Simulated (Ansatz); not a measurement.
Species: pyridin-3-ylsilane, C$_{5}$H$_{7}$NSi, charge 0, multiplicity 1. 
Geometry from a B3LYP-D3(BJ)/def2-TZVP (Ansatz, an electronic-structure program) optimisation:
```xyz
14

Si     2.3020     0.3029    -0.0042
C      0.4441     0.0743    -0.0028
C     -0.4380     1.1489    -0.1529
C     -1.8047     0.9216    -0.1443
C     -2.2582    -0.3834     0.0151
N     -1.4446    -1.4273     0.1603
C     -0.1324    -1.1908     0.1497
H      2.9499    -1.0162     0.1735
H      2.7488     0.9048    -1.2831
H      2.7133     1.2078     1.0955
H     -0.0617     2.1583    -0.2758
H     -2.5094     1.7346    -0.2584
H     -3.3217    -0.5980     0.0266
H      0.5000    -2.0648     0.2705
```

Wanted: atomisation energy (electronic, to ground-state atoms), in kcal/mol. Cores are frozen in the correlated levels unless marked. UHF or UKS for open shells. Spin-orbit coupling is left out. Non-relativistic unless marked X2C. The coupled-cluster limit lacks core correlation, which all-electron functionals hold. Basis-set limits of correlation are two-point, X^-3; Hartree-Fock from the larger set. The bracket is a focal-point correction in the basis named.

| level | program | atomisation energy (kcal/mol) |
|---|---|---|
| HF/STO-3G | Ansatz | 1240.5 |
| HF/cc-pV(Q+d)Z | Ansatz | 1053.7 |
| r2SCAN-D4/def2-TZVPD | Ansatz + dftd4 | 1454.9 |
| B3LYP-D3(BJ)/def2-TZVPD | Ansatz + dftd3 | 1454.9 |
| B3LYP-D4/def2-TZVPD | Ansatz + dftd4 | 1453.7 |
| PBE0/6-31G* | Ansatz | 1456.7 |
| LC-wPBE-D4/def2-TZVPD | Ansatz + dftd4 | 1456.9 |
| MP2/aug-cc-pV(T+d)Z | Ansatz | 1447.8 |
| SCS-MP2/6-31G | Ansatz | 1226.9 |
| CCSD/CBS(cc-pV(T+d)Z,cc-pV(Q+d)Z) | Ansatz | 1413.5 |
| CCSD(T)/cc-pVTZ | Ansatz | 1403.4 |
| X2C-CCSD(T)/cc-pVTZ-DK | Ansatz | 1401.7 |
| CCSD(T) with core electrons (1s frozen past Ne)/cc-pwCVTZ | Ansatz | 1413.7 |
| RI-MP2/CBS(cc-pV(T+d)Z,cc-pV(Q+d)Z)+[CCSD(T)-MP2]/cc-pV(D+d)Z | Ansatz | 1445.0 |
| CCSD(T)/CBS(cc-pV(T+d)Z,cc-pV(Q+d)Z) | Ansatz | 1444.3 |

The Hartree-Fock reference is unstable (checked in the largest basis), which strains HF and MP2.
